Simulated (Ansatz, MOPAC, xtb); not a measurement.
Diatomic CS-, multiplicity 2 (lowest of 2S+1 = 2, 4 at CCSD(T)/def2-TZVPP on PBE0 minima; our sources give no spin for the ground state, which may be another).

The constants come from a fifth-degree fit in 1/R (seven points, main isotopes). Runs in def2 and cc sets follow the lowest solution found near the PBE0 minimum.

The values were computed with Ansatz (a program for electronic structure); MOPAC for AM1 (differences of heats of formation); xtb for the GFN methods. Each number belongs to the level named beside it. The GFN methods have no spin term and hold the electronic entropy of 300 K.

| level | r_e (Å) | ω_e (cm⁻¹) | B_e (cm⁻¹) | α_e (cm⁻¹) |
|---|---|---|---|---|
| AM1 | 1.560 | 948 | 0.794 | 0.00080 |
| GFN1-xTB | 1.610 | 1173 | 0.745 | 0.0062 |
| GFN2-xTB | 1.646 | 1007 | 0.713 | 0.0070 |
| SVWN5/def2-TZVPP | 1.619 | 1024 | 0.737 | 0.0064 |
| PBE/def2-TZVPP | 1.639 | 985 | 0.719 | 0.0064 |
| r2SCAN/def2-TZVPP | 1.631 | 1007 | 0.726 | 0.0063 |
| B97M-V/def2-TZVPP | 1.627 | 1023 | 0.730 | 0.0062 |
| B3LYP/def2-TZVPP | 1.630 | 1003 | 0.728 | 0.0064 |
| PBE0/def2-TZVPP | 1.624 | 1031 | 0.733 | 0.0061 |
| BHLYP/def2-TZVPP | 1.616 | 1047 | 0.740 | 0.0061 |
| CAM-B3LYP/def2-TZVPP | 1.616 | 1046 | 0.740 | 0.0061 |
| wB97X-V/def2-TZVPP | 1.619 | 1058 | 0.738 | 0.0058 |
| wB97M-V/def2-TZVPP | 1.617 | 1049 | 0.739 | 0.0060 |
| B2PLYP/def2-TZVPP | 1.629 | 1012 | 0.728 | 0.0064 |
| CCSD/aug-cc-pV(T+d)Z | 1.625 | 1017 | 0.731 | 0.0062 |
| CCSD/def2-TZVPP | 1.629 | 1027 | 0.728 | 0.0061 |
| CCSD/aug-cc-pV(Q+d)Z | 1.619 | 1025 | 0.737 | 0.0062 |
| CCSD/def2-QZVPP | 1.626 | 1025 | 0.731 | 0.0061 |
| CCSD(T)/aug-cc-pV(T+d)Z | 1.632 | 994 | 0.725 | 0.0064 |
| CCSD(T)/def2-TZVPP | 1.637 | 1004 | 0.721 | 0.0063 |
| CCSD(T)/aug-cc-pV(Q+d)Z | 1.626 | 1003 | 0.731 | 0.0064 |
| CCSD(T)/def2-QZVPP | 1.633 | 1002 | 0.724 | 0.0063 |
| CCSD(T)/CBS(aug-cc-pV(T+d)Z, aug-cc-pV(Q+d)Z) | 1.623 | 1008 | 0.733 | 0.0064 |
| CCSD(T)/CBS(def2-TZVPP, def2-QZVPP) | 1.631 | 1007 | 0.726 | 0.0063 |

Correlated levels freeze the cores. CBS: X⁻³ extrapolation of the correlation energy, Hartree–Fock from the larger set. The state that AM1 reach isn't checked.
